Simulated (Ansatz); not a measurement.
```yaml
crystal:
  periodic: [false, false, false]
  atoms:
    - {symbol: O, position_ang: [-0.888356, 0.844765, -0.713824]}
    - {symbol: Si, position_ang: [-0.412363, 0.763717, 0.914971]}
    - {symbol: C, position_ang: [0.840008, -0.557629, 0.715320]}
    - {symbol: Ga, position_ang: [0.423346, -0.898488, -1.235720]}
    - {symbol: H, position_ang: [-1.680120, 1.283882, -1.026671]}
    - {symbol: H, position_ang: [0.066257, 2.110584, 1.324811]}
    - {symbol: H, position_ang: [-1.610740, 0.418423, 1.726493]}
    - {symbol: H, position_ang: [1.865070, -0.218378, 0.866369]}
    - {symbol: H, position_ang: [0.648127, -1.433505, 1.335876]}
    - {symbol: H, position_ang: [-0.626721, -2.017454, -1.578602]}
    - {symbol: H, position_ang: [1.375502, -0.295927, -2.329022]}
basis:
  gaussian: {orbitals: ANO-RCC-VTZP, point_charges: [{charge: 2.00, position_ang: [5.447, -0.850, -0.918]}]}
total_charge: -1
magnetization: {spin_polarized: true, initial_magnetization: 7}
hamiltonian: {xc: {name: wPBEh}, pseudopotentials: {relativity: none}}
```

```sh
$ ansatz run in.yaml --threads 2 --pin off --events-out ev --progress --plain --max-ram 22528MiB --backend cpu
```

Shortened log:

```
Functional definition: wPBEh
1741 factors; their error is unknown
138 factors; integrals over basis functions are off by at most 1.0e-6 eV
mean field evaluation 1: about -63106.4685 eV, gradient 5.7e1 eV
mean field evaluation 2: about -62926.8585 eV, gradient 1.8e2 eV
mean field evaluation 4: about -63123.6292 eV, gradient 3.1e1 eV
mean field evaluation 8: about -63131.3148 eV, gradient 2.1e0 eV
mean field evaluation 16: about -63131.6924 eV, gradient 1.1e-1 eV
mean field evaluation 32: about -63131.6925 eV, gradient 3.5e-5 eV
a density is far from that of the atoms, so the factors are made again for it
1461 factors; integrals over basis functions are off by at most 8.2e-4 eV
138 factors; integrals over basis functions are off by at most 1.0e-6 eV
mean field -63131.69304720 eV, -2320.0469272862 hartree, gradient 2.1e-5 eV, S^2 15.769866; 0 other end points of the search recorded, 0 dependent functions left out
reference -63131.69311020 eV, -2320.0469296012 hartree; 37, 30 occupied and 198, 205 virtual orbitals, 1461 factors
WARN: the results are in doubt because the basis set is contracted for relativity, which is off
Total energy: -63131.69311020 eV, -2320.0469296012 hartree
In doubt: the basis set is contracted for relativity, which is off
```

(1) What is wrong with this run?

Answers

(1) The spin is set far too high for this molecule. Self-consistency was reached. The result belongs to that input, not to the molecule as meant.
